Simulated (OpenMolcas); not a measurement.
## Computed levels of In

```
Program             : OpenMolcas
Method              : CASSCF
Basis               : ANO-RCC-VTZP [7s6p4d2f1g]
Scalar Hamiltonian  : DKH2, point nucleus
Active space        : 3 electrons in 4 orbitals (5s 5p)
State averaging     : 2S+1 = 4 odd, 1 root (0 in the spin-orbit step); 2S+1 = 2 odd, 3 roots kept (CI in the orbitals of an earlier block); 2S+1 = 4 even, 3 roots; 2S+1 = 2 even, 5 roots kept (CI in the orbitals of an earlier block)
Spin-orbit coupling : RASSI with atomic mean-field integrals over the reference wave functions, term energies averaged over their components
```

With spin-orbit coupling, above the lowest level:

```
Configuration  Term    J  E (eV)  Measured (eV)  Term weight %
       5s2 5p   2P*  1/2  0.0000         0.0000            100
       5s2 5p   2P*  3/2  0.2572         0.2743            100
       5s 5p2    4P  1/2  3.1973         4.3367            100
       5s 5p2    4P  3/2  3.2887         4.4660            100
       5s 5p2    4P  5/2  3.4371         4.6434            100
```

Against the 4 measured excited levels shown (NIST Handbook of Basic Atomic Spectroscopic Data) the mean absolute deviation is 7100 cm-1; the largest miss in energy is 5s 5p2 4P 5/2: computed 3.4371, measured 4.6434 eV (-26.0 %).

Spin-orbit coupling puts the lowest level 0.1715 eV below the lowest spin-free term.

Some high roots are left out of the spin-orbit mixing, which shifts the levels that they would mix with. Without dynamic correlation excited terms often stand tens of per cent too high (terms of higher spin than the ground term too low), and those without a measured partner can miss by more than the paired ones. Terms from blocks run as CI alone lack orbitals of their own. Terms of s pⁿ other than that of highest spin mix with s² pⁿ⁻² d, which this space lacks; all of them can be thousands of cm-1 off, and some have no real level of that name. Computed and measured levels are paired by configuration, term and J; levels that our copy of the source lacks, or whose pairing is in doubt (as where it misses far off the trend of its configuration), stay unpaired and out of the deviations. Only configurations of the active space appear. The first state left out of the spin-orbit step lies near 57000 cm-1 above the lowest spin-free state of the reference (among the parities and spins computed), and the list stops at four fifths of that energy or lower.

The term weight is that of the spin-free term in the level, not the purity of its configuration. * marks odd parity.
